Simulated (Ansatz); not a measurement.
`NB(Cl)Cl` + H₂ → `ClBCl` + NH₃  (hydrogenolysis of a B–N bond)

Computed with Ansatz on PBE0-D4/def2-TZVP structures; ΔE is electronic, products minus reactants. CBS: MP2 limit from def2 TZ/QZ plus the TZ coupled-cluster correction, frozen cores. This one scheme is used for every species. DFT in def2-TZVPP. Each species was taken in one conformer, which may not be the lowest.

```tsv
level	ΔE (kcal/mol)	difference from CCSD(T)/CBS
PBE-D4	25.1	0.9
BLYP-D4	25.3	1.1
PBE0-D4	25.0	0.8
PBE	23.9	-0.3
revPBE	22.5	-1.7
BLYP	22.8	-1.4
CCSD(T)/def2-SVP	26.1	1.9
MP2/def2-TZVPP	25.6	1.4
CCSD/def2-TZVPP	23.2	-1.0
HF/def2-QZVPP	21.2	-3.0
CCSD(T)/CBS	24.2	0
```

Largest T1 diagnostic among the species: 0.012.

In def2-TZVPP, CCSD(T) changes the Hartree–Fock value by +2.6 kcal/mol (the triples alone add +0.7 kcal/mol) and MP2 by +4.2 kcal/mol. The D4 term adds +1.9 kcal/mol with B3LYP and +1.0 kcal/mol with PBE0; it sums over pairs of atoms, weighted by their polarisabilities, and B3LYP, whose exchange is more repulsive, gets the larger term. At CCSD(T), def2-SVP lies +1.9 kcal/mol from the extrapolated value and def2-TZVPP −0.3 kcal/mol.

B3LYP here is the variant with VWN-RPA as its local correlation; programs differ in this.
